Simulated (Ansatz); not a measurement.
H$_{8}$GeO$_{2}$Si$_{2}$ (SMILES [SiH3][O][GeH2][O][SiH3]), singlet, at a GFN2-xTB geometry; Ansatz (a program for electronic structure) with PBE/def2-SVPD.

Ansatz was given this input:
Ansatz 0.2 input:
```yaml
crystal:
  periodic: [false, false, false]
  atoms:
    - {symbol: Ge, position_ang: [0.02000029, -1.16581977, 0.31243624]}
    - {symbol: O, position_ang: [1.40472358, -0.18348837, 0.03462562]}
    - {symbol: Si, position_ang: [2.01068506, 1.31040164, -0.19740736]}
    - {symbol: O, position_ang: [-1.39758674, -0.22414282, 0.06156034]}
    - {symbol: Si, position_ang: [-2.05330060, 1.17148166, -0.46281553]}
    - {symbol: H, position_ang: [0.01534811, -1.57706509, 1.75556899]}
    - {symbol: H, position_ang: [0.05014979, -2.25360147, -0.72043625]}
    - {symbol: H, position_ang: [3.43981050, 1.03549228, -0.32363927]}
    - {symbol: H, position_ang: [1.43268016, 1.88589649, -1.41408312]}
    - {symbol: H, position_ang: [1.70169363, 2.15039687, 0.96240984]}
    - {symbol: H, position_ang: [-1.52128157, 2.28533260, 0.32585070]}
    - {symbol: H, position_ang: [-1.74274426, 1.35541633, -1.88258429]}
    - {symbol: H, position_ang: [-3.47614267, 0.93904770, -0.22741318]}
basis:
  gaussian:
    orbitals: def2-SVPD
hamiltonian:
  xc: pbe
```

It wrote (shortened):

```
Functional definition: PBE
1747 factors; their error is unknown
mean field evaluation 1: about -76450.3800 eV, gradient 8.8e1 eV
mean field evaluation 2: about -76366.2286 eV, gradient 2.1e2 eV
mean field evaluation 4: about -76463.3782 eV, gradient 1.4e1 eV
mean field evaluation 8: about -76463.6305 eV, gradient 3.8e-1 eV
mean field evaluation 16: about -76463.5867 eV, gradient 8.3e-5 eV
mean field -76463.58674124 eV, -2809.9849838600 hartree, gradient 8.3e-5 eV, S^2 0.000000; 0 other end points of the search recorded, 0 dependent functions left out
reference -76463.58680078 eV, -2809.9849860481 hartree; 42, 42 occupied and 154, 154 virtual orbitals, 1747 factors
Total energy: -76463.58680078 eV, -2809.9849860481 hartree
```
